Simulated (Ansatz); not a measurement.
Process, species as SMILES: C=CCCC(C)C [5-methylhex-1-ene] -> C=CCC[C](C)C + H atom (the C-H bond at the site shown breaks; other sites are not compared here)
Structures are relaxed separately at B3LYP-D3(BJ)/def2-TZVP in Ansatz (a first-principles code), one conformer each, not searched for the lowest. Frequencies are from Ansatz.

Wanted: bond dissociation energy (0 K, with B3LYP-D3(BJ) harmonic zero-point energies), in eV. Cores are frozen in the correlated levels unless marked. UHF or UKS for open shells. No spin-orbit coupling. Non-relativistic. CBS(X,Y): correlation extrapolated as X^-3; Hartree-Fock from the larger set. The bracket is a focal-point correction in the basis named.

RI-MP2/CBS(cc-pVTZ,cc-pVQZ)+[CCSD(T)-MP2]/cc-pVTZ (Ansatz) gives 4.15 eV.

Problem. Another calculation gave 3.95 eV. Which level was it?
A) PBE/def2-TZVPD (Ansatz)
B) SVWN5/def2-TZVPD (Ansatz)
C) wB97M-V/def2-TZVPD (Ansatz)
D) B2PLYP/def2-TZVPD (Ansatz)

Solution. D, B2PLYP/def2-TZVPD (Ansatz). The others give 3.80 (PBE), 4.31 (SVWN5), 4.06 (wB97M-V) eV.
